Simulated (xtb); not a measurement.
CH3Cl3Sn (SMILES [CH3][Sn]([Cl])([Cl])[Cl]), singlet, geometry from GFN2-xTB (such geometries of metal compounds can be far from the true shape). Base run: GFN2-xTB in xtb 6.7.1.

Geometry (Å):
```xyz
8

C     -2.4121    -0.3462     0.1051
Sn    -0.2183    -0.0313     0.0095
Cl     0.7953    -1.3415    -1.6233
Cl     0.3407     2.1731    -0.4781
Cl     0.8399    -0.5480     2.0153
H     -2.5814    -1.3400     0.4997
H     -2.8217     0.4130     0.7591
H     -2.7988    -0.2502    -0.9016
```
Charge 0, spin multiplicity 1.
All else is at xtb's defaults.
Base energy -19.52978 Eh.

Variants of this job, named by their change:

```json
[
 {"change": "base", "ΔE vs base (mEh)": "0.000", "HOMO-LUMO gap (eV)": "3.05", "dipole (D)": "4.07", "SCF cycles": "15"},
 {"change": "acc = 30", "ΔE vs base (mEh)": "0.001", "HOMO-LUMO gap (eV)": "3.05", "dipole (D)": "4.07", "SCF cycles": "11"},
 {"change": "etemp = 3000", "ΔE vs base (mEh)": "-0.222", "HOMO-LUMO gap (eV)": "3.05", "dipole (D)": "4.06", "SCF cycles": "15"},
 {"change": "file = coord", "ΔE vs base (mEh)": "0.000", "HOMO-LUMO gap (eV)": "3.05", "dipole (D)": "4.07", "SCF cycles": "15"},
 {"change": "gbsa = methanol", "ΔE vs base (mEh)": "-13.211", "HOMO-LUMO gap (eV)": "3.13", "dipole (D)": "5.43", "SCF cycles": "17"},
 {"change": "etemp = 10000", "ΔE vs base (mEh)": "-47.348", "HOMO-LUMO gap (eV)": "3.10", "dipole (D)": "3.57", "SCF cycles": "15"},
 {"change": "etemp = 5000", "ΔE vs base (mEh)": "-4.076", "HOMO-LUMO gap (eV)": "3.06", "dipole (D)": "3.96", "SCF cycles": "15"}
]
```

ALPB and GBSA are two models with their own fitted parameters for each solvent, which aren't always the measured dielectric constant.
